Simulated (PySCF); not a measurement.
A GIAO shielding run with PySCF 2.14 (density fitting, non-relativistic, gas phase) on SMILES FC[C@H]1CC[SiH2]N1, C$_{4}$H$_{10}$FNSi:

```
$ OMP_NUM_THREADS=1 python probes_run.py task.json out

{"job": {"kind": "nmr", "xc": "PBE0", "basis": "pcSseg-1"}, "charge": 0, "multiplicity": 1}
F      2.955786     0.778477     0.488334
C      2.093925    -0.276150     0.290684
C      0.755736     0.224147    -0.245621
C     -0.143121    -0.940198    -0.667173
C     -1.582238    -0.432263    -0.723251
Si    -1.674659     0.827429     0.699726
N      0.032968     0.939974     0.783971
H      2.580931    -0.950935    -0.420238
H      1.967469    -0.765563     1.261134
H      0.964638     0.875553    -1.109781
H     -0.068134    -1.719498     0.094020
H      0.184300    -1.359437    -1.620059
H     -2.284172    -1.258816    -0.649102
H     -1.766457     0.058045    -1.678962
H     -2.376208     2.053121     0.302867
H     -2.212038     0.290350     1.952445
H      0.564275     1.667794     1.231096
```

Hardware: 1 thread of an Arm Neoverse N1, shared host. The job also computes population analyses, field gradients, ring-centre shieldings.

(1) How large is the calculation?

(2) How long does it take, and how much memory does it need?

Answers

(1) 64 electrons, 176 basis functions and 930 auxiliary functions.

(2) 54 s of wall time, with 12 SCF cycles and 4 response iterations; peak memory 0.8 GiB. Times on a shared host scatter by some tens of per cent.
